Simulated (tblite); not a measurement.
Species: C5H6BrGaS.
Bonds: C1–C2, C2–C3 (aromatic), C3–C4 (aromatic), C4–S5 (aromatic), S5–C6 (aromatic), C6–Ga7, Ga7–Br8, C2–C6 (aromatic). Hydrogens: H9, H10, H11 on C1; H12 on C3; H13 on C4; H14 on Ga7.

Computed with GFN2-xTB (tblite), gas phase: L-BFGS steps from a force-field or distance-geometry start until the largest atomic force falls under 0.01 eV/Å.

Step 66: E = -607.4583 eV
```
atom  x, y, z in Å  |  force x, y, z in eV/Å
C1      0.2883    1.6817   -0.1597    0.050   0.059   0.015
C2     -0.3862    0.3589   -0.0202   -0.001  -0.055   0.089
C3     -1.7593    0.1881    0.2908    0.012  -0.040  -0.099
C4     -2.1365   -1.1134    0.3155   -0.006  -0.074   0.094
S5     -0.8289   -2.1803    0.0017    0.005   0.084  -0.014
C6      0.2637   -0.8352   -0.2000   -0.005  -0.040  -0.041
Ga7     2.2125   -1.1739   -0.4040    0.009   0.016  -0.023
Br8     3.5491   -0.5734    1.3487    0.001   0.003  -0.037
H9      1.3159    1.5409   -0.5200    0.031   0.003  -0.009
H10     0.3320    2.2068    0.7944   -0.035  -0.021   0.037
H11    -0.2443    2.3116   -0.8699   -0.017   0.015  -0.023
H12    -2.4308    1.0067    0.4760   -0.006   0.030  -0.024
H13    -3.1007   -1.5309    0.5262   -0.040   0.027   0.000
H14     2.9246   -1.8880   -1.6018    0.003  -0.006   0.037
```

Step 67: E = -607.4601 eV
```
atom  x, y, z in Å  |  force x, y, z in eV/Å
C1      0.2922    1.6793   -0.1510    0.043   0.048   0.021
C2     -0.3851    0.3562   -0.0210    0.013  -0.039   0.120
C3     -1.7574    0.1880    0.2943   -0.014  -0.030  -0.124
C4     -2.1406   -1.1120    0.3076    0.004  -0.069   0.121
S5     -0.8370   -2.1806   -0.0133    0.022   0.050  -0.012
C6      0.2621   -0.8396   -0.2016   -0.012  -0.020  -0.079
Ga7     2.2106   -1.1776   -0.4133    0.002   0.021  -0.010
Br8     3.5508   -0.5223    1.3172    0.006  -0.002  -0.037
H9      1.3315    1.5385   -0.4783    0.005   0.007   0.002
H10     0.3016    2.2090    0.8018   -0.019  -0.016   0.009
H11    -0.2189    2.3037   -0.8829   -0.010  -0.004  -0.003
H12    -2.4269    1.0069    0.4877    0.005   0.029  -0.029
H13    -3.1036   -1.5287    0.5242   -0.047   0.031  -0.012
H14     2.9199   -1.9213   -1.5936    0.002  -0.008   0.032
```

Q: Estimate the geometry and energy of step 68. (The exact step hangs on the optimiser's Hessian estimate; all steps are aligned on step 67, rigid shifts and turns removed.)

A: E = -607.4617 eV, largest force 0.129 eV/Å
```
atom  x, y, z in Å  |  force x, y, z in eV/Å
C1      0.2959    1.6766   -0.1445    0.006  -0.005   0.027
C2     -0.3838    0.3521   -0.0221    0.024  -0.001   0.108
C3     -1.7569    0.1875    0.2908   -0.033  -0.002  -0.105
C4     -2.1451   -1.1110    0.3047    0.013  -0.047   0.119
S5     -0.8443   -2.1808   -0.0173    0.033  -0.020  -0.007
C6      0.2610   -0.8458   -0.1995   -0.015   0.010  -0.100
Ga7     2.2093   -1.1793   -0.4199   -0.015   0.025   0.003
Br8     3.5548   -0.4882    1.2903    0.020   0.003  -0.018
H9      1.3415    1.5375   -0.4512    0.004   0.005   0.009
H10     0.2812    2.2032    0.8095    0.004   0.012   0.006
H11    -0.2014    2.2998   -0.8872   -0.014  -0.012   0.005
H12    -2.4240    1.0084    0.4859    0.013   0.025  -0.034
H13    -3.1088   -1.5239    0.5255   -0.045   0.027  -0.023
H14     2.9199   -1.9366   -1.5873    0.005  -0.019   0.011
```

The energy changes by -0.0016 eV. The first-order estimate −F·Δx gives -0.0023 eV and the mean of the old and new forces, exact on a quadratic surface, -0.0017 eV. The step makes an angle of 82° with the force vector and moves no atom by more than 0.044 Å.

The cost below is that of the whole relaxation. The run took 0.79 s of wall time on one thread, AMD EPYC 9B45 (x86_64) (shared host).
